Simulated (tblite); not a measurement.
Species: C7H9OP.
Structure used (GFN2-xTB), in Å, numbered top down from 1:
```xyz
18
C7H9OP angstrom
C     -2.6489   -0.5621    0.3162
P     -1.7308   -0.0081   -1.1641
O     -2.2665    1.2109   -1.7716
C      0.0099    0.0839   -0.6781
C      0.6265    1.3255   -0.7034
C      1.9475    1.4470   -0.3093
C      2.6467    0.3263    0.1082
C      2.0308   -0.9163    0.1281
C      0.7115   -1.0407   -0.2651
H     -3.6916   -0.6971    0.0336
H     -2.5882    0.2329    1.0594
H     -2.2494   -1.4838    0.7269
H     -1.7772   -1.1289   -1.9987
H      0.0546    2.1787   -1.0391
H      2.4320    2.4119   -0.3280
H      3.6778    0.4184    0.4164
H      2.5830   -1.7867    0.4514
H      0.2235   -2.0054   -0.2592
```

All values are computed: GFN2-xTB (tblite) harmonic vibrations without scaling, gas phase. The method is semi-empirical: single wavenumbers can be off by several per cent or more. Modes of hydrogen on phosphorus can be 10 to 20 % off. One conformer, not necessarily the lowest.

Harmonic wavenumbers (cm⁻¹): 47.4, 99.3, 137.8, 171.1, 232.8, 304.4, 343.1, 364.2, 423.4, 443.0, 586.2, 655.2, 684.0, 725.0, 743.0, 783.3, 830.8, 880.4, 904.3, 921.6, 928.4, 935.1, 962.8, 982.1, 1075.6, 1111.4, 1131.4, 1180.8, 1188.8, 1267.2, 1277.0, 1313.4, 1325.7, 1418.1, 1426.9, 1431.6, 1455.0, 1586.4, 1589.1, 2258.6, 2994.8, 3006.3, 3041.3, 3064.5, 3076.9, 3079.6, 3086.5, 3094.2.

A = 3109, B = 924.1, C = 775.5 MHz; mass 140.039 u (most abundant isotopes); point group C1, symmetry number 1.

Question: What is the zero-point energy?

Answer: Half the sum of the wavenumbers: 30285 cm⁻¹ = 362.28 kJ/mol.

Question: Give the ideal-gas entropy at 500 K and 1 bar in the rigid-rotor, harmonic-oscillator model (classical rotation).

Answer: Translation 181.24, rotation 129.28, vibration 182.89: S = 493.4 J/(mol K).

Question: And Cp and H(500 K) − H(0)?

Answer: Cp = 230.64 J/(mol K), of which vibrations give 197.38 (their classical limit is 48 R = 399.1); H(500 K) − H(0) = 65.63 kJ/mol without the zero-point energy, 49.00 from vibrations.

Question: Which modes carry the vibrational entropy at 500 K?

Answer: 47.4 cm⁻¹: 24.88; 99.3 cm⁻¹: 18.76; 137.8 cm⁻¹: 16.06; 171.1 cm⁻¹: 14.29; 232.8 cm⁻¹: 11.80; 304.4 cm⁻¹: 9.68 J/(mol K); the other 42 give 87.43 together.

Question: Blend soft modes into free rotors: weight 1/[1 + (100 cm⁻¹/ν̃)⁴] for the oscillator and the rest for a rotor with moment μB/(μ + B), μ = h/(8π²ν), B = 10⁻⁴⁴ kg m². What vibrational entropy results?

Answer: 172.23 J/(mol K) in place of 182.89, which changes −T·S at 500 K by +5.33 kJ/mol.

Hindered rotation and anharmonicity are outside this model. Other conformers, if any are populated, would add a mixing term that is left out. The structure is chiral; the term R ln 2 for an equal mix with its mirror image is left out.

The run took 0.68 s wall on an Arm Neoverse V1 with one thread, no GPU (shared host). This covers the Hessian and the dipole derivatives.
